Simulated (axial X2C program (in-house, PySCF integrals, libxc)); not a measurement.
Which molecule has these constants?

All values come from calculations with an axial X2C code built on PySCF integrals, spin-free (one-electron X2C) or two-component (2c: spin–orbit coupling with atomic mean-field Coulomb and Gaunt terms, which also bring small scalar terms), in Dyall basis sets with cores contracted in-house; open shells are unrestricted.

A two-component PBE0 calculation in a Dyall 3-zeta basis gave Re = 1.543 Å, ωe = 1058.8 cm⁻¹, De = 5.75 eV, Ω = 1.

Task: Which molecule is it?
A. PO⁻
B. PS⁻
C. PSe⁻

Result: A. The others have PSe⁻ 2.143 Å and 472.9 cm⁻¹ (Ω = 1); PS⁻ 2.004 Å and 619.5 cm⁻¹ (Ω = 1).

Each entry is the lowest single determinant of a limited PBE0 search at one distance. De goes to single-determinant-based atoms at the same level (for ions the charge split of lowest energy) and is withheld (n/a) where an atom does not fit its ground term or J level. Main or longest-lived isotopes. One determinant is a doubtful description, or other states lie close, for PO⁻, PSe⁻, PS⁻; these need not be ground states, and all values refer to the states named. Some open-shell Ω = 0 determinants are out of reach, so the Ω given for PO⁻, PSe⁻, PS⁻ need not be the lowest component. With several unpaired electrons the Ω given is that of one determinant, not necessarily of the lowest component. Some light 2c atoms are not at their ground J level, so De misses part of their lowering (0.04 eV or less). The functionals have no current term, which raises determinants with orbital currents.
